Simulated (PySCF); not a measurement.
C₃H₃BFNO, SMILES FB1N=CC=CO1.

The structure is a stationary point at PBE-D3(BJ)/def2-SVP. This is a generated structure with no PubChem entry under its InChIKey; it may be hypothetical.

All values below come from PBE-D3(BJ)/def2-SVP run with PySCF.

Harmonic, unscaled wavenumbers; measured fundamentals usually lie a few per cent lower.

```csv
mode,ν (cm⁻¹),IR (km/mol),moving atoms (share of kinetic energy)
1,132,0.6,"F 26 %, O 25 %, C 21 %, N 18 %"
2,346,0.2,"C 30 %, N 25 %, H 22 %, O 20 %"
3,388,0.1,"F 46 %, O 17 %, N 13 %, B 10 %, C 9 %"
4,461,0.0,"C 40 %, H 34 %, B 19 %"
5,494,0.1,"F 38 %, C 26 %, O 12 %, N 11 %, B 11 %"
6,561,10.0,"C 47 %, O 23 %, N 22 %"
7,724,58.4,"B 59 %, N 14 %, C 10 %, O 8 %"
8,768,1.7,"N 28 %, O 24 %, F 22 %, C 20 %"
9,780,16.8,"H 77 %, C 19 %"
10,923,0.4,"C 57 %, O 21 %, N 15 %"
11,939,0.0,"H 70 %, C 30 %"
12,976,0.0,"H 62 %, C 36 %"
13,1001,1.7,"C 54 %, H 33 %"
14,1074,11.4,"H 64 %, C 18 %, O 13 %"
15,1160,60.4,"B 57 %, H 21 %, N 9 %"
16,1269,32.7,"H 48 %, O 29 %, C 21 %"
17,1351,30.8,"H 56 %, B 19 %, C 9 %, N 9 %"
18,1399,44.2,"C 44 %, H 39 %"
19,1443,361.0,"B 54 %, H 17 %, N 11 %, F 10 %, C 9 %"
20,1530,206.9,"C 75 %, N 14 %"
21,1651,224.9,"C 68 %, N 19 %"
22,2994,47.8,"H 92 %, C 8 %"
23,3121,4.6,"H 92 %, C 8 %"
24,3159,2.2,"H 91 %, C 9 %"
```
